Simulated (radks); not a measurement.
Species: the indium ion In7+. Configuration: [Kr] 4d(3/2: 3, 5/2: 3). Method: Dirac Kohn-Sham, BLYP, spin-unpolarised, spherical densities, finite nucleus; Fermi nuclear charge, rms radius 4.6156 fm; computed with a radial shooting solver on a logarithmic mesh with Libxc functionals.

Radial electron density D(r) = 4 pi r^2 rho(r):

```
   r/bohr * D(r) (the largest magnitude, 80.2, reaches the edge; | marks zero)
 0.001499 | *
 0.001703 |  *
 0.001936 |  *
   0.0022 |   *
 0.002521 |    *
 0.002865 |     *
 0.003256 |      *
 0.003701 |        *
 0.004207 |          *
 0.004781 |            *
 0.005434 |              *
 0.006176 |                 *
 0.007019 |                    *
 0.007978 |                        *
 0.009067 |                           *
  0.01031 |                               *
  0.01181 |                                  *
  0.01342 |                                     *
  0.01525 |                                        *
  0.01733 |                                          *
   0.0197 |                                           *
  0.02239 |                                           *
  0.02545 |                                          *
  0.02892 |                                        *
  0.03287 |                                      *
  0.03736 |                                     *
  0.04246 |                                     *
  0.04826 |                                      *
  0.05485 |                                         *
  0.06284 |                                             *
  0.07142 |                                                 *
  0.08118 |                                                     *
  0.09226 |                                                      *
   0.1049 |                                                    *
   0.1192 |                                                *
   0.1355 |                                           *
    0.154 |                                      *
    0.175 |                                    *
   0.1989 |                                      *
    0.226 |                                         *
   0.2569 |                                           *
    0.292 |                                           *
   0.3345 |                                      *
   0.3802 |                              *
   0.4321 |                      *
   0.4911 |               *
   0.5582 |            *
   0.6344 |            *
    0.721 |             *
   0.8195 |             *
   0.9314 |           *
    1.059 |         *
    1.203 |      *
    1.367 |   *
    1.567 | *
     1.78 |*
    2.024 *
      2.3 *
    2.614 *
    2.971 *
    3.377 *
```

D(r) has 4 maxima, at r = 0.0210, 0.0915, 0.272, 0.775 bohr, and minima at 0.0411, 0.178, 0.600 bohr, inside which lie 2.03, 11.18, 29.04 electrons.
